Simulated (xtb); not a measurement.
Harmonic IR lines of one isomer of C8H13BO, unscaled. Calculation: GFN2-xTB in xtb.

```
wavenumber (cm⁻¹)  relative intensity
-----------------  ------------------
666                               4.0
807                               3.2
813                                46
835                               7.2
911                               5.7
1028                              6.1
1064                              3.7
1166                              5.8
1199                               11
1221                              9.3
1242                              4.2
1305                              5.3
1383                              8.4
1788                              100
2647                               35
2686                               38
2738                               50
2931                              6.5
2975                              3.5
2983                               16
2993                               17
2999                               17
3008                               54
3020                               17
```

**Question.** Name which structure gives these lines.
(A) `B[C@@]12CC[C@@H](C1)[C@@H](C=O)C2`
(B) `B[C@@H]1[C@H]2CC[C@]1(C=O)CC2`
(C) `B[C@@H]1C[C@H]2C[C@@H]1[C@H](C=O)C2`
(D) `B[C@@H]1[C@@H]2CC[C@@H](C2)[C@@H]1C=O`

**Answer.** A, `B[C@@]12CC[C@@H](C1)[C@@H](C=O)C2`
